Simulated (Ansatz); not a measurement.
## Cost against result

Saddle point of GaSiH7O, closed shell (GaSiH₅ ([SiH3][GaH2]) + H₂O → GaH₃O ([OH][GaH2]) + SiH₄; bonds formed: Si2–H5; dative contacts that become bonds: Ga1–O6; bonds broken: Ga1–Si2, H5–O6), PBE0-D4/def2-TZVP structure:

```
atom    x (Å)    y (Å)    z (Å)
 Ga1  -0.4442  -1.2832   0.0992
 Si2   1.0534   0.9168  -0.3474
  H3  -1.0515  -1.6354  -1.2942
  H4   0.4202  -2.1280   1.0763
  H5  -0.5239   0.5451   0.5008
  O6  -1.5695  -0.0189   1.0795
  H7   0.6836   1.9618  -1.3407
  H8   1.9280   1.5083   0.6994
  H9   1.8750  -0.0988  -1.0818
 H10  -2.3713   0.2323   0.6089
```

Barriers are electronic and count from the start structure reached by relaxing down the imaginary mode.

Program: Ansatz 0.2.0. Basis: as named in each row. Cores are frozen in the correlated methods. Filled d shells of the heavier atoms are correlated. The def2 sets are not built for correlating such inner shells, so the correlated values are less sure here. B3LYP uses VWN-RPA correlation. Extrapolation: Hartree–Fock as exp(−7.88 √X), correlation as X^−2.97.

Times are rough, for one single point on 4 threads of a shared host (Intel Xeon).

The estimate by CCSD(T) at an estimated basis limit (MP2 extrapolated from triple and quadruple zeta, plus CCSD(T) − MP2 in triple zeta) is 31.23 kcal/mol.

```csv
method,basis,time (s),barrier (kcal/mol),method less estimate
HF,STO-3G,under 1,67.06,35.83
SPW92,def2-SVP,under 1,22.00,-9.23
PBE-D4,def2-SVP,1,25.40,-5.83
PBE-D4,STO-3G,1,28.56,-2.66
B3LYP-D4,6-31G,2,29.50,-1.73
SPW92,def2-TZVPP,2,21.47,-9.76
PBE0-D4,def2-SVP,2,30.68,-0.55
PBE-D4,def2-TZVPP,3,24.64,-6.59
BLYP-D4,def2-TZVPP,3,26.29,-4.94
BHLYP-D4,def2-TZVPP,4,34.73,3.50
B3LYP-D4,def2-TZVPP,4,29.74,-1.49
PBE0-D4,def2-TZVPP,5,29.06,-2.17
r2SCAN-D4,def2-TZVPP,5,26.74,-4.49
CAM-B3LYP-D4,def2-TZVPP,6,31.07,-0.15
wB97M-V,def2-SVP,6,33.20,1.98
CCSD(T),def2-SVP,6,36.13,4.90
r2SCAN0-D4,def2-TZVPP,6,30.24,-0.99
RPA on PBE,def2-TZVPP,6,30.66,-0.57
PBE-QIDH,def2-TZVPP,8,31.34,0.11
B2PLYP,def2-TZVPP,9,30.44,-0.79
wB97X-V,def2-TZVPP,10,31.57,0.35
B97M-V,def2-TZVPP,11,30.34,-0.88
wB97M-V,def2-TZVPP,11,31.69,0.46
MP2,def2-QZVPP,29,29.93,-1.30
CCSD(T),def2-TZVPP,89,31.80,0.57
```

All methods are single points on the PBE0-D4 structures.

T1 diagnostic: at most 0.015.

Labels in which every atom is bracketed show which atoms are joined, not bond orders.
